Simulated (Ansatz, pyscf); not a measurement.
cyclic C₃H₃F (SMILES FC1C=C1) -> :C=CH–CH₂–F [singlet], a rearrangement on the singlet surface: C–C, C–H broken, C–H formed. Single points on ωB97X-D3(BJ)/def2-SVP structures (PySCF, gas phase). Wave-function energies: Ansatz (a quantum-chemistry and plane-wave program), frozen core, RHF or UHF references. In kJ/mol, from the reactant's lowest minimum found.

Cost: rough CPU time of the saddle's run relative to CCSD(T)/cc-pV(D+d)Z, from one job on a shared machine, with the HF step and its search for lower states.

| level | barrier | reaction energy | cost |
|---|---|---|---|
| ωB97M-D3(BJ)/def2-TZVP | 194.15 | +147.89 | – |
| PBE0-D3(BJ)/def2-TZVP | 199.77 | +176.34 | – |
| CCSD(T)/cc-pV(D+d)Z | 184.53 | +134.70 | 1 |
| CCSDT(Q)/cc-pV(D+d)Z | 183.54 | +133.55 | 200 |
| CCSD(T)/cc-pV(T+d)Z | 192.15 | +145.76 | 11 |
| CCSD(T)/cc-pV(Q+d)Z | 194.27 | +149.65 | – |

In cc-pV(D+d)Z, going from CCSD(T) to CCSDT(Q) shifts the barrier by -0.99 and the reaction energy by -1.15 kJ/mol. With HF in the quadruple-zeta basis and the correlation energy extrapolated as X⁻³ from X = 3, 4, CCSD(T) gives 195.56 and +151.97; adding the double-zeta shift gives ΔE‡ = 194.57 and ΔE = +150.82 kJ/mol, without core correlation, relativity or geometry relaxation at these levels. cyclic C₃H₃F (SMILES FC1C=C1) lies 40.13 kJ/mol over its isomer H₂C=C=CH–F (electronic energy, ωB97M-D3(BJ)/def2-TZVP). :C=CH–CH₂–F [singlet] lies 188.02 kJ/mol over its isomer H₂C=C=CH–F (electronic energy, ωB97M-D3(BJ)/def2-TZVP). One saddle was located; it need not be the lowest between these sides.
